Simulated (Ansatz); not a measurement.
Ideal-gas functions of `N[Si](N)(Cl)Br` at 298.15 K and 1 bar, from an Ansatz frequency run at PBE0-D4/def2-TZVP.

Molar mass 175.49 g/mol, point group C1 (symmetry number 1), electronic degeneracy 1, moments of inertia 196.301, 397.368, 461.844 u Å². Harmonic wavenumbers (cm⁻¹, unscaled): 136, 173, 233, 239, 258, 275, 389, 409, 411, 444, 536, 833, 838, 891, 963, 1569, 1574, 3607, 3608, 3707, 3710.

Use S(trans) = R[1.5 ln M + 2.5 ln T − 1.1517]; rotational temperatures θ = 24.2544 K / I; S(rot) = R[ln(√π/σ · √(T³/θAθBθC)) + 1.5]; for each mode x = 1.438777 ν̃/T, S = R[x/(eˣ − 1) − ln(1 − e⁻ˣ)] and H = RT x/(eˣ − 1); 1 cm⁻¹ = 0.0119627 kJ/mol; R = 8.31446 J/(mol·K).

Q: By hand: the entropy, in J/(mol·K).

A: Translation 173.3. Rotation: θ = 0.1236, 0.061, 0.0525 K, giving 120.9. Vibration, mode by mode: 11.96, 10.05, 7.76, 7.57, 7.01, 6.55, 4.20, 3.89, 3.86, 3.41, 2.40, 0.76, 0.75, 0.61, 0.45, 0.04, 0.04, 0.00, 0.00, 0.00, 0.00, in all 71.3. Electronic 0.0. Sum 365.5 J/(mol·K).

Q: By hand: H − E and G − E in kJ/mol, counted from the electronic energy.

A: Zero-point energy ½ × 24803 × 0.0119627 = 148.4; thermal vibration 12.7; translation, rotation and pV give 4 RT = 9.9. H − E = 171.0 kJ/mol, and G − E = 171.0 − 298.15 × 365.5/1000 = 62.0 kJ/mol.

Vibration gives 20 % of the entropy, 12.0 J/(mol·K) of it from the mode under 150 cm⁻¹: soft modes count most, and the harmonic formula is weakest for them. The sum counts one conformer and one mirror image; others add a mixing term.
